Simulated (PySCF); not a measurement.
**A survey of ²⁹Si NMR shifts**

One conformer, no relativistic terms, in vacuum, fast rotation and ring inversion assumed for equivalent nuclei. Shielding tensors at PBE0/pcSseg-1 (GIAO); coordinates at the GFN2-xTB level; PySCF 2.14.0 with density-fitted response routines.

Shieldings were converted by a linear fit to measured shifts: ²⁹Si (scatter 8.9 ppm rms, 25.8 ppm with the 6 outliers that the fit left out vs TMS, solution or neat liquid). Occasional misses reach two or three times the rms, and more in compound classes unlike the fitted ones.

Give the ²⁹Si shifts of `N#C[C@H]1CCCC[SiH2]1`, `C[Si@@](F)([SiH3])N[SiH3]`, `CCCC[Si@H](C)[SiH3]`, `c1ccc2c(c1)[SiH2][SiH2]S2`, `C=C=C(C)[Si@H](Cl)CCCl`, `NCC(CN)N[SiH2]O`.

## Answers


```
                                                     compound                                              environment  δ (ppm)
                                         N#C[C@H]1CCCC[SiH2]1         silicon bonded to 2 C, 2 H, in a 6-membered ring    -40.0
               [CH3:1][Si@@:2]([F:3])([SiH3:4])[NH:5][SiH3:6]                       Si2: silicon bonded to C, F, N, Si     18.5
               [CH3:1][Si@@:2]([F:3])([SiH3:4])[NH:5][SiH3:6]                            Si6: silicon bonded to N, 3 H    -57.6
               [CH3:1][Si@@:2]([F:3])([SiH3:4])[NH:5][SiH3:6]                           Si4: silicon bonded to Si, 3 H   -111.5
        [CH3:1][CH2:2][CH2:3][CH2:4][Si@H:5]([CH3:6])[SiH3:7]                        Si5: silicon bonded to 2 C, Si, H    -41.7
        [CH3:1][CH2:2][CH2:3][CH2:4][Si@H:5]([CH3:6])[SiH3:7]                           Si7: silicon bonded to Si, 3 H   -104.7
[cH:1]1[cH:2][cH:3][c:4]2[c:5]([cH:6]1)[SiH2:7][SiH2:8][S:9]2  Si7: silicon bonded to C, Si, 2 H, in a 5-membered ring    -52.9
[cH:1]1[cH:2][cH:3][c:4]2[c:5]([cH:6]1)[SiH2:7][SiH2:8][S:9]2  Si8: silicon bonded to S, Si, 2 H, in a 5-membered ring    -58.0
                                       C=C=C(C)[Si@H](Cl)CCCl                             silicon bonded to 2 C, Cl, H    -10.0
                                              NCC(CN)N[SiH2]O                              silicon bonded to N, O, 2 H    -38.8
```
